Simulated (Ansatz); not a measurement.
Molecule: sum formula Si$_{2}$H$_{3}$Cl$_{2}$ (charge 0, doublet). It need not be the lowest isomer of its formula. SMILES: [SiH]([SiH2]Cl)Cl
Geometry from a B3LYP-D3(BJ)/def2-TZVP (Ansatz, a program for electronic structure) optimisation:
```
Si
H 1 1.4772
H 1 1.4806 2 109.62
Cl 1 2.0732 2 108.73 3 118.03
Si 1 2.3441 2 110.24 3 -125.15
H 5 1.4870 1 113.32 2 -175.15
Cl 5 2.0786 6 107.52 1 119.80
```
Charge 0, spin multiplicity 2.

Computed values are from Ansatz. Cores are frozen in the correlated levels unless marked. Open shells are spin-unrestricted. Spin-orbit coupling is left out. No relativistic terms. Basis-set limits of correlation are two-point, X^-3; Hartree-Fock from the larger set.

| Quantity | Result |
|---|---|
| atomisation energy De | 1983.4 kJ/mol at CCSD(T)/CBS(aug-cc-pV(T+d)Z,aug-cc-pV(Q+d)Z) |
| total energy | -1499.5478 Eh at CCSD(T)/CBS(aug-cc-pV(T+d)Z,aug-cc-pV(Q+d)Z) |
| dipole moment | 0.13 D at CCSD(T)/aug-cc-pV(D+d)Z |
| T1 diagnostic | 0.013 at CCSD/aug-cc-pV(Q+d)Z |
